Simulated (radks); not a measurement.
Excited configurations of the caesium ion Cs38+: one electron is placed in a higher orbital outside [Ne] 3s2 3p4. The ground configuration is [Ne] 3s2 3p5. Calculated with a radial shooting solver on a logarithmic mesh with Libxc functionals: Dirac Kohn-Sham, PBE, spin-unpolarised, spherical densities, finite nucleus; open shells fill j = l - 1/2 first; Fermi nuclear charge, rms radius 4.8041 fm. Excitation = E - E(ground); binding = E(ion) - E, where the ion is the core of charge +39; n* = 39/sqrt(2 binding) in atomic units. These energies are relativistic, and a one-electron ion of charge +39 with no core already has n* below n in this formula (Dirac formula, point nucleus: 4s1/2 3.966, 4d3/2 3.987, 5p1/2 4.965, 6p1/2 5.964, 6d3/2 5.985, 7d3/2 6.984). The quantum defect is therefore taken as that value minus n*, so that it holds no relativistic shift of the bare ion.

outer orbital  excitation (eV)  binding (eV)     n*  quantum defect  eigenvalue (eV)  <r> (bohr)
4s1/2                   1220.0        1554.6  3.649           0.318          -1532.8      0.5144
4d3/2                   1368.9        1405.6  3.837           0.150          -1382.5      0.4912
5p1/2                   1840.7        933.80  4.708           0.257          -922.17      0.8300
6p1/2                   2139.0        635.46  5.707           0.257          -627.98       1.230
6d3/2                   2166.5        608.05  5.834           0.151          -600.47       1.234
7d3/2                   2330.8        443.71  6.829           0.155          -438.41       1.719

The Delta-SCF ionisation energy is 2774.5 eV (NIST Atomic Spectra Database: 2767 eV, theoretical). Self-interaction in the functional shifts the binding energies and quantum defects, so they are the method's values and not measured ones. Spin polarisation and multiplet splitting are left out, so open shells lie too high by an amount that depends on their filling.

Beside tabulated values, note that spin-unpolarised runs miss the spin-polarisation part of the exchange energy of open shells.
